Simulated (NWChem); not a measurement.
Species: CHCl₂ cation

```xyz
4

Cl     1.4473     0.0000    -0.1565
C      0.0000     0.0000     0.6084
Cl    -1.4473     0.0000    -0.1565
H      0.0000     0.0000     1.7010
```
Atoms are numbered in this order, from 1.

STO-3G and 3-21G are far too small for this property and stand as cheap habits. All runs use the structure optimised with B3LYP/6-31G* (spherical d).

Problem. Give the principal values of the shielding tensors (ppm) of Cl1, C2 from Hartree-Fock/STO-3G, GIAO (NWChem), with their diamagnetic and paramagnetic parts as GIAO splits them.

Solution. 
| atom | σ11 | σ22 | σ33 | isotropic | diamagnetic | paramagnetic |
|---|---|---|---|---|---|---|
| Cl1 | 213.9 | 577.6 | 1008.7 | 600.1 | 1122.7 | -522.6 |
| C2 | -169.3 | -112.7 | 183.7 | -32.8 | 253.2 | -285.9 |
